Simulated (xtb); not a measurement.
C2H9NOSi, SMILES [Si@@H](N)(OC)C. All values are semi-empirical tight-binding results from xtb (GFN2-xTB unless named), good for trends rather than for accurate numbers. Coordinates come from a GFN2-xTB optimisation. The structure was generated by enumeration; whether it is a known compound was not checked. One conformer was computed; it need not be the lowest.

Optimised geometry:

Bond lengths (Å): C1–O2 1.396, C1–H6 1.092, C1–H7 1.093, C1–H8 1.091, O2–Si3 1.627, Si3–C4 1.899, Si3–N5 1.731, Si3–H9 1.462, C4–H10 1.085, C4–H11 1.086, C4–H12 1.087, N5–H13 1.008, N5–H14 1.007. Angles (°): O2–C1–H6 111.0, O2–C1–H7 110.8, O2–C1–H8 108.0, H6–C1–H7 108.6, H6–C1–H8 109.3, H7–C1–H8 109.1, C1–O2–Si3 128.8, O2–Si3–C4 115.0, O2–Si3–N5 109.3, O2–Si3–H9 96.9, C4–Si3–N5 104.8, C4–Si3–H9 113.0, N5–Si3–H9 118.1, Si3–C4–H10 111.5, Si3–C4–H11 110.8, Si3–C4–H12 111.9, H10–C4–H11 107.3, H10–C4–H12 107.5, H11–C4–H12 107.7, Si3–N5–H13 117.9, Si3–N5–H14 119.0, H13–N5–H14 109.6.

```json
{
  "orbital_gap": "6.95 eV",
  "dipole_moment": "1.48 D",
  "zero_point_energy": "70.3 kcal/mol",
  "G − E(el) at 298.15 K (modified RRHO)": "49.7 kcal/mol",
  "static polarisability (D4 model)": "69.9 bohr³",
  "solvation energy, GFN2-xTB/ALPB(water)": "-2.6 kcal/mol",
  "solvation energy, GFN2-xTB/ALPB(thf)": "-6.0 kcal/mol"
}
```

Computed atomic charges and the Wiberg bond orders between heavy atoms:
charges (e) C1 0.04, O2 -0.37, Si3 0.53, C4 -0.20, N5 -0.40, H6 0.03, H7 0.03, H8 0.04, H9 -0.08, H10 0.02, H11 0.02, H12 0.03, H13 0.15, H14 0.15. Bond orders C1–O2 1.00, O2–Si3 1.11, Si3–C4 0.88, Si3–N5 1.14.
